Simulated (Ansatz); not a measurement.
Reaction (formal exchange of groups at the Al–F bond): `C[NH][Al]([CH3])[F]` + `C=C([SiH3])CCl` → `C[NH][Al]([CH3])[SiH3]` + `C=C(F)CCl`

Program: Ansatz. Geometries: PBE0-D4/def2-TZVP. ΔE: electronic, gas phase. CCSD(T)/CBS is the MP2 limit (def2-TZVPP, def2-QZVPP) plus CCSD(T) − MP2 in def2-TZVPP, frozen cores. Functionals use def2-TZVPP. B3LYP here is the variant with VWN-RPA as its local correlation; programs differ in this. Each species was taken in one conformer, which may not be the lowest.

Question: Is it downhill or uphill in electronic energy at CCSD(T)/CBS, and by how much? (An estimate is asked.)

Answer: Ansatz gave: Uphill: ΔE = +60.6 kcal/mol.

Question: What do these levels give: r2SCAN-D4, PBE0-D4, B3LYP-D4, B2PLYP, PBE0, B3LYP, HF/def2-TZVPP, MP2/def2-TZVPP, CCSD(T)/def2-TZVPP, MP2/def2-QZVPP, SCS-MP2/def2-QZVPP, MP2/CBS(def2)? (An estimate is asked.)

Answer: Ansatz gave: r2SCAN-D4 55.7, PBE0-D4 53.5, B3LYP-D4 57.5, B2PLYP 59.3, PBE0 52.8, B3LYP 56.2, HF/def2-TZVPP 60.1, MP2/def2-TZVPP 63.9, CCSD(T)/def2-TZVPP 58.9, MP2/def2-QZVPP 65.1, SCS-MP2/def2-QZVPP 63.9, MP2/CBS(def2) 65.6 kcal/mol.

Largest T1 diagnostic among the species: 0.012.

From PBE to PBE0 (25 % exact exchange), in def2-TZVPP and without D4, ΔE moves by +2.4 kcal/mol. The D4 term adds +1.3 kcal/mol with B3LYP and +0.6 kcal/mol with PBE0; it sums over pairs of atoms, weighted by their polarisabilities, and B3LYP, whose exchange is more repulsive, gets the larger term.
